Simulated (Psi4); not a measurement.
Cl2Sc, charge +1, singlet, at a GFN2-xTB geometry (such geometries of metal compounds can be far from the true shape) (the multiplicity is a formal guess); WB97X-V/cc-pVDZ in Psi4.

Psi4 was given this input:
```
memory 2 GB

molecule {
1 1
  Sc    0.40621830   -0.00029416    0.42871085
  Cl    1.19503248    0.37581167   -1.63460469
  Cl   -1.69683156   -0.37544829    1.10502071
}

set basis cc-pvdz

energy('wb97x-v')
print_variables()
```

What the program printed (banner, timings and long lists left out):

```
   => Loading Basis Set <=

    Name: CC-PVDZ
    Role: ORBITAL
    Keyword: BASIS

         ---------------------------------------------------------
                                   SCF
               by Justin Turney, Rob Parrish, Andy Simmonett
                          and Daniel G. A. Smith
                              RKS Reference
         ---------------------------------------------------------

  ==> Geometry <==

    Molecular point group: cs
    Full point group: Cs

    Geometry (in Angstrom), charge = 1, multiplicity = 1:

       Center              X                  Y                   Z               Mass
    ------------   -----------------  -----------------  -----------------  -----------------
         SC          -0.396281582061     0.425638563736     0.000000000000    44.955908280000
         CL          -1.228729303398    -1.654742462609     0.000000000000    34.968852682000
         CL           1.738188353090     1.107542118184     0.000000000000    34.968852682000

  Running in cs symmetry.

  Rotational constants: A =      0.67490  B =      0.05867  C =      0.05398 [cm^-1]
  Rotational constants: A =  20233.12489  B =   1758.95126  C =   1618.26834 [MHz]
  Nuclear repulsion =  206.345074515696979

  Charge       = 1
  Multiplicity = 1
  Electrons    = 54
  Nalpha       = 27
  Nbeta        = 27

  ==> Algorithm <==

  SCF Algorithm Type is DF.
  DIIS enabled.
  MOM disabled.
  Fractional occupation disabled.
  Guess Type is SAD.
  Energy threshold   = 1.00e-06
  Density threshold  = 1.00e-06
  Integral threshold = 1.00e-12

  ==> Primary Basis <==

  Basis Set: CC-PVDZ
    Blend: CC-PVDZ
    Number of shells: 31
    Number of basis functions: 79
    Number of Cartesian functions: 87
    Spherical Harmonics?: true
    Max angular momentum: 3

  ==> DFT Potential <==

   => LibXC <=

    Version 7.1.2
    S. Lehtola, C. Steigemann, M. J. T. Oliveira, and M. A. L. Marques,  SoftwareX 7, 1–5 (2018) (10.1016/j.softx.2017.11.002)

   => Composite Functional: WB97X-V <=

    wB97X-V Hyb-GGA Exchange-Correlation Functional

    N. Mardirossian and M. Head-Gordon,  Phys. Chem. Chem. Phys. 16, 9904–9924 (2014) (10.1039/C3CP54374A)

    Deriv               =              1
    GGA                 =           TRUE
    Meta                =          FALSE

    Exchange Hybrid     =           TRUE
    MP2 Hybrid          =          FALSE

   => Exchange-Correlation Functionals <=

    1.0000   wB97X-V range-separated functional

   => Exact (HF) Exchange <=

    0.8330            HF,LR [omega = 0.3000]
    0.1670               HF

   => LibXC Density Thresholds  <==

    XC_HYB_GGA_XC_WB97X_V:  1.00E-14

   => VV10 Non-Local Parameters <=

    VV10 B              =     6.0000E+00
    VV10 C              =     1.0000E-02

   => Molecular Quadrature <=

    Radial Scheme          =       TREUTLER
    Pruning Scheme         =           NONE
    Nuclear Scheme         =       TREUTLER

    Blocking Scheme        =         OCTREE
    BS radius alpha        =              1
    Pruning alpha          =              1
    Radial Points          =             75
    Spherical Points       =            302
    Total Points           =          65709
    Total Blocks           =            583
    Max Points             =            254
    Max Functions          =             79
    Weights Tolerance      =       1.00E-15

   => Loading Basis Set <=

    Name: (CC-PVDZ AUX)
    Role: JKFIT
    Keyword: DF_BASIS_SCF

  ==> Integral Setup <==

  SCF_SUBTYPE=INCORE selected. In-core MEM_DF algorithm will be used.
  Using in-core AOs.

  ==> MemDFJK: Density-Fitted J/K Matrices <==

    J tasked:                   Yes
    K tasked:                   Yes
    wK tasked:                  Yes
    Omega:                3.000E-01
    Algorithm:                 Core
    Schwarz Cutoff:           1E-12
    Mask sparsity (%):       0.0961
    Fitting Condition:        1E-10

   => Auxiliary Basis Set <=

  Basis Set: (CC-PVDZ AUX)
    Blend: CC-PVDZ-JKFIT + DEF2-UNIVERSAL-JKFIT
    Number of shells: 130
    Number of basis functions: 488
    Number of Cartesian functions: 637
    Spherical Harmonics?: true
    Max angular momentum: 6

  Minimum eigenvalue in the overlap matrix is 1.2425282845E-04.
  Reciprocal condition number of the overlap matrix is 3.4476237286E-05.
    Using symmetric orthogonalization.

  ==> Pre-Iterations <==

  SCF Guess: Superposition of Atomic Densities via on-the-fly atomic UHF (no occupation information).

   -------------------------
    Irrep   Nso     Nmo
   -------------------------
     A'        55      55
     A"        24      24
   -------------------------
    Total      79      79
   -------------------------

  ==> Iterations <==

                           Total Energy        Delta E     RMS |[F,P]|

   @DF-RKS iter SAD: -1680.29243477880368   -1.68029e+03   0.00000e+00
   @DF-RKS iter   1: -1680.56805319777391   -2.75618e-01   7.45836e-03 ADIIS/DIIS
   @DF-RKS iter   2: -1679.87496539730819    6.93088e-01   2.31247e-02 ADIIS/DIIS
   @DF-RKS iter   3: -1680.73433563875983   -8.59370e-01   2.13655e-03 ADIIS/DIIS
   @DF-RKS iter   4: -1680.74290150825595   -8.56587e-03   3.36396e-04 ADIIS/DIIS
   @DF-RKS iter   5: -1680.74316092598610   -2.59418e-04   5.00413e-05 DIIS
   @DF-RKS iter   6: -1680.74317657332381   -1.56473e-05   2.06884e-05 DIIS
   @DF-RKS iter   7: -1680.74318045549194   -3.88217e-06   1.07431e-05 DIIS
   @DF-RKS iter   8: -1680.74318186207233   -1.40658e-06   2.56263e-06 DIIS
   @DF-RKS iter   9: -1680.74318195539900   -9.33267e-08   4.96214e-07 DIIS
  Energy and wave function converged.

  ==> Post-Iterations <==

   Electrons on quadrature grid:
      Ntotal   =   54.0000085857 ; deviation = 8.586e-06

    Orbital Energies [Eh]
    ---------------------

    Doubly Occupied:

[...]
    Virtual:

[...]
      55Ap     1.597521

    Final Occupation by Irrep:
             Ap   App
    DOCC [    21,    6 ]
    NA   [    21,    6 ]
    NB   [    21,    6 ]

  @DF-RKS Final Energy: -1680.74318195539900

   => Energetics <=

    Nuclear Repulsion Energy =            206.3450745156969788
    One-Electron Energy =               -2710.7258050169048147
    Two-Electron Energy =                 895.9044373756986488
    DFT Exchange-Correlation Energy =     -72.4932567218111501
    Empirical Dispersion Energy =           0.0000000000000000
    VV10 Nonlocal Energy =                  0.2263678919211254
    Total Energy =                      -1680.7431819553989953

Computation Completed

Properties will be evaluated at   0.000000,   0.000000,   0.000000 [a0]

Properties computed using the SCF density matrix

 Multipole Moments:

 ------------------------------------------------------------------------------------
     Multipole            Electronic (a.u.)      Nuclear  (a.u.)        Total (a.u.)
 ------------------------------------------------------------------------------------

 L = 1.  Multiply by 2.5417464519 to convert [e a0] to [Debye]
 Dipole X            :         -2.1581061            0.6404105           -1.5176956
 Dipole Y            :          2.3179810           -0.6878528            1.6301282
 Dipole Z            :          0.0000000            0.0000000            0.0000000
 Magnitude           :                                                    2.2272669

 ------------------------------------------------------------------------------------

  Variable Map:
  ----------------------------------------------------------------------------
[...]
  Array Variable Map:
  ----------------------------------------------------------------------------
[...]
[...]
```
